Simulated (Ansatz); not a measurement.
GaH3S3 (`[SH][Ga]([SH])[SH]`). The species carries charge 0 and has multiplicity 1. Correlated methods include outer-core shells of Ga, which these sets cover unevenly. Scalar relativity is left out up to krypton.

Z-matrix (Å, degrees):
```
Ga
S 1 2.195
S 1 2.193 2 117.2
S 1 2.198 2 123.6 3 -179.9
H 2 1.343 1 94.1 3 -180.0
H 3 1.344 1 93.4 2 -179.9
H 4 1.343 1 94.4 2 -0.0
```

Q: Give the diagnostics of a CCSD(T)/def2-TZVPP run (frozen core, the Gaussian-basis code of Ansatz). (Best estimate.)

A: The calculation gave: T1 = 0.0125, largest single amplitude 0.028, largest double 0.024, (T) share of the correlation energy 4.6 %, 9 CCSD cycles. The RHF solution is stable towards an unrestricted one. T1 lies under the customary mark of 0.02 for closed shells.
